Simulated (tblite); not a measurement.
Give a GFN2-xTB geometry of InChI=1S/C5H8O2S/c1-7-5-4(6)2-3-8-5/h5H,2-3H2,1H3/q+1/t5-/m0/s1. (Charge +1 and doublet state.)

```
atom  x, y, z in Å
C1     2.7116    0.2807    0.6699
O2     1.5021   -0.3095    1.0997
C3     0.4951   -0.4454    0.1940
S4    -0.5715   -1.8045    0.7474
C5    -2.1168   -0.8593    0.5733
C6    -1.8318    0.4104   -0.2020
C7    -0.4101    0.8395    0.0270
O8     0.0615    1.9215    0.0537
H9     2.5430    1.3334    0.4102
H10    3.1330   -0.2376   -0.1961
H11    3.3942    0.2159    1.5149
H12    0.8472   -0.6562   -0.8323
H13   -2.8568   -1.4977    0.0889
H14   -2.4688   -0.6510    1.5861
H15   -1.9259    0.2500   -1.2819
H16   -2.5135    1.2186    0.0708
```

Any rigid rotation of these coordinates is as good. Atoms count from 1 in this order. The 5-membered ring C3–S4–C5–C6–C7 has internal angles of 94.6° to 109.8°; it is puckered, 0.13 Å rms from its mean plane, widest ring torsion 34°. The C–O distances run from 1.181 Å (C7=O8, drawn double) to 1.413 Å (C1–O2, drawn single), a spread of 0.232 Å. Of the pairs four or more bonds apart, O8···H9 is among the closest relative to their van der Waals radii: 2.57 Å, 95 % of the sum of Bondi's values. C7 (carbon bonded to 2 C and O) is planar (angles 130.0°, 120.9° and 109.0°, sum 360.0°, 0.02 Å off the plane of its three neighbours).

Bonds between heavy atoms (Å): C1–O2 1.413, O2–C3 1.361, C3–S4 1.814, S4–C5 1.820, C5–C6 1.515, C6–C7 1.503, C7=O8 1.181, C3–C7 1.581.

The geometry is computed with GFN2-xTB (gas phase). This method treats the open shell by occupation alone, without spin polarisation.

Point group: C1 (no symmetry element, even within 0.4 Å). Its GFN2-xTB frequencies are all real (lowest 53 cm⁻¹). Torsions: C1–O2–C3–S4 156°, O2–C3–S4–C5 130°, C3–S4–C5–C6 12°, S4–C5–C6–C7 -29°, C5–C6–C7–O8 -148°. 3 starts were optimised and ended at 0.00, 0.01 and 0.20 kcal/mol (GFN2-xTB); the lowest of these is shown.

One conformer stands for the species.
